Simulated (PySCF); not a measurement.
# BF5HP

Geometry:
```tsv
atom	x (Å)	y (Å)	z (Å)
F1	1.291	-1.254	-0.753
P2	1.074	-0.209	0.448
F3	1.618	1.065	-0.367
B4	-1.528	0.213	-0.079
F5	-1.170	0.378	-1.324
F6	-1.666	1.253	0.700
F7	-1.948	-0.956	0.328
H8	2.339	-0.481	1.023
```

Method used: GIAO KT3/pcSseg-1 magnetisability, rotational g tensor and spin-rotation constants, non-relativistic, gas phase in PySCF. Geometry: GFN2-xTB.

The bonding changed while the geometry was optimised; results refer to the coordinates, not to the name.

Q: Give the nuclear spin-rotation constants along the inertial axes (H = +C I·J) beside the isotropic shieldings.

A: Rotational constants 3.0903, 1.3938, 1.2543 GHz.
```tsv
atom	isotope	Caa (kHz)	Cbb (kHz)	Ccc (kHz)	mean (kHz)	σ (ppm)
F1	19F	5.935	0.813	0.787	2.512	290.5
P2	31P	5.390	2.940	2.971	3.767	120.0
F3	19F	5.910	0.816	0.793	2.506	290.6
B4	11B	0.669	0.291	0.264	0.408	92.5
F5	19F	2.205	2.321	0.965	1.830	289.4
F6	19F	2.269	1.441	1.674	1.795	292.1
F7	19F	2.269	1.439	1.673	1.794	292.2
H8	1H	0.122	-0.118	-0.045	-0.014	23.3
```
For the geometry as given, no vibrational averaging.
